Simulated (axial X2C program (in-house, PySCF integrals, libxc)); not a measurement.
## AlTe⁻: from the spin-free to the two-component result

All values were computed with an axial X2C code built on PySCF integrals. Spin-free means the one-electron spin-free X2C Hamiltonian; two-component (2c) means X2C with spin–orbit coupling and atomic mean-field two-electron Coulomb and Gaunt terms, so the difference of the two also holds small scalar two-electron terms. Basis: Te dyall-acv3z [12s13p9d5f1g], Al dyall-av3z [9s9p3d2f] (cores contracted in-house); Gaussian nuclei, density fitting, unrestricted open shells. Masses: Te 129.906 u, Al 26.982 u.

Spin-free state: M_S = 0, Λ = 0 (closed shell); fragments Te- + Al.

```json
{"level": "PBE0", "Re (Å)": "2.461", "ωe (cm⁻¹)": "366.9", "De (eV)": "3.671", "μ (D)": "-2.40"}
{"level": "HF", "Re (Å)": "2.464", "ωe (cm⁻¹)": "376.1", "De (eV)": "2.470", "μ (D)": "-1.86"}
{"level": "MP2", "Re (Å)": "2.467", "ωe (cm⁻¹)": "372.2", "De (eV)": "3.773", "μ (D)": "n/a"}
{"level": "CCSD", "Re (Å)": "2.468", "ωe (cm⁻¹)": "372.1", "De (eV)": "3.504", "μ (D)": "n/a"}
{"level": "CCSD(T)", "Re (Å)": "2.476", "ωe (cm⁻¹)": "365.5", "De (eV)": "3.666", "μ (D)": "n/a"}
{"level": "r2SCAN0", "Re (Å)": "2.451", "ωe (cm⁻¹)": "374.2", "De (eV)": "3.627", "μ (D)": "-2.43"}
```

Correlated methods: 10 electrons correlated (number of frozen shells: Te 4 s, 3 p, 2 d; Al 2 s, 1 p), 282 virtual spin orbitals or spinors in MP2, 88 natural virtuals in coupled cluster.

Dipoles are positive if Al is the positive end and refer to the centre of mass.

Two-component determinant lowest at the distance of the search:

Ω = 0 (closed shell); fragments Te- + Al.

```csv
level,Re (Å),ωe (cm⁻¹),De (eV),μ (D)
PBE0,2.464,364.7,3.518,-2.44
HF,2.466,373.9,2.231,-1.90
MP2,2.469,370.5,3.590,n/a
CCSD,2.470,370.2,3.312,n/a
CCSD(T),2.478,363.9,3.475,n/a
r2SCAN0,2.453,372.3,n/a,-2.47
```

(1) From the two tables, how do the constants change at the CCSD(T) level (2c against spin-free)?

The state is a single determinant with fixed occupations, the lowest that a limited PBE0 search found. The closed shell is kept restricted, so the energy runs too high when the bond is stretched far. Dissociation energies refer to the lowest single-determinant-based atoms at the same level and basis. De is not given where an atomic determinant may have missed its ground term or J level, or where the truncated virtual space spoils (T). Coupled cluster ran in a truncated set of natural virtual spinors; the MP2 energy of the rest was added. (T) has no such correction and the atoms are truncated less, which lowers De at CCSD(T) by a hundredth of an eV or more. A 2c atom that is not at its ground J level misses part of its spin–orbit lowering, and De is too large by that part (0.04 eV or less for light atoms). This holds for PBE0. Without a current term, density functionals place determinants with orbital angular momentum somewhat too high. With the outer-core shells frozen, correlated bond lengths of heavy atoms tend to come out a few hundredths of an ångström too long. Hartree–Fock gets electron affinities wrong, so its lowest charge split need not be the true one.

## Answers

(1) At the CCSD(T) level Re increases by 0.002 Å and ωe drops by 1.6 cm⁻¹; De changes by -0.191 eV.
